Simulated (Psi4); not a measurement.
C₃H₇, doublet, at a GFN2-xTB geometry, with bond 10-3 at 1.6 times its length. Base run: Psi4 with BLYP/def2-SVP.

Psi4 was given this input:
```
memory 2 GB

molecule {
0 2
  C     1.27499250    0.32026291    0.11860552
  C     0.09909120   -0.44892982   -0.32203934
  C    -1.21725335    0.12393363    0.18964896
  H     2.26186932   -0.00412506   -0.14802969
  H     1.16405867    1.21680284    0.69438845
  H     0.07318936   -0.49337678   -1.42240357
  H     0.19578041   -1.49564754    0.00374116
  H    -1.22933319    0.13231363    1.27716309
  H    -2.05755413   -0.47201421   -0.15948972
  H    -1.42803602    1.75675485   -0.37404624
}

set basis def2-svp
set reference uks

energy('blyp')
print_variables()
```

The base run was repeated with changes; each row names its change, and settings that it needs were set with it.

```
change                          ΔE vs base (µEh)  SCF cycles  grid points  basis functions
------------------------------  ----------------  ----------  -----------  ---------------
base                                         0.0          10       215433               77
e_convergence = 1e-8                         0.0          11       215433               77
d_convergence = 1e-10                        0.0          19       215433               77
scf_initial_accelerator = none               0.0          10       215433               77
e_convergence = 1e-10                        0.0          14       215433               77
puream = false                             -3634          10       215433               80
scf_type = cd                               -213          10       215433               77
scf_type = direct                            117          12       215433               77
damping_percentage = 50                    -66.1          61       215433               77
scf_type = pk                                118          10       215433               77
guess = sap                                  0.0          11       215433               77
dft_radial_points = 50                       0.6          10       145743               77
e_convergence = 1e-4                         0.0          10       215433               77
```

Open shells are given as the SCF converged; they aren't shown to be the lowest states, and a large step between rows can be another state.
